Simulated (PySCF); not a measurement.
**Electron correlation in Si⁺ (silicon, charge +1)**

[Ne] 3s2 3p1, 2P determinant. Computed with PySCF 2.14 in x2c-TZVPPall, with the spin-free X2C one-electron Hamiltonian (Gaussian nucleus). Frozen: 1s2; 11 electrons correlated.

```tsv
level	correlation energy (mhartree)
CCSD	-211.91
(T)	-2.90
CCSD(T)	-214.81
```

Diagnostics: T1 = 0.0087, D1 = 0.0347, largest double amplitude 0.099.

Task: Is a single reference adequate?

Result: Mostly. T1 lies below 0.03, but a double amplitude of this size points to a near-degeneracy that CCSD handles and MP2 describes poorly.

This basis was not built for core-valence correlation, so the inner-shell part is incomplete.
